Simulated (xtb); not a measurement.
Zn(OH)(NH2) (H3NOZn), SMILES [Zn]([NH2])[OH]. All values are semi-empirical tight-binding results from xtb (GFN2-xTB unless named), good for trends rather than for accurate numbers. Geometry: GFN2-xTB. One conformer was computed; it need not be the lowest.

Optimised geometry:

```xyz
6

Zn    -0.0279     0.1326    -0.0772
O      1.4566    -0.2149    -0.8667
H      1.8815     0.3017    -1.5461
N     -1.2894    -0.3279     1.1600
H     -2.1866    -0.6147     0.7941
H     -1.4853     0.3500     1.8831
```
Charge 0, spin multiplicity 1.

For metal compounds this method's bond lengths and energies can be far off.

```yaml
orbital_gap: 3.47 eV
zero_point_energy: 21.9 kcal/mol
G − E(el) at 298.15 K (modified RRHO): 3.9 kcal/mol
```

Computed atomic charges and the Wiberg bond orders between heavy atoms:
charges (e) Zn1 0.32, O2 -0.55, H3 0.30, N4 -0.41, H5 0.17, H6 0.17. Bond orders Zn1–O2 0.95, Zn1–N4 0.97.
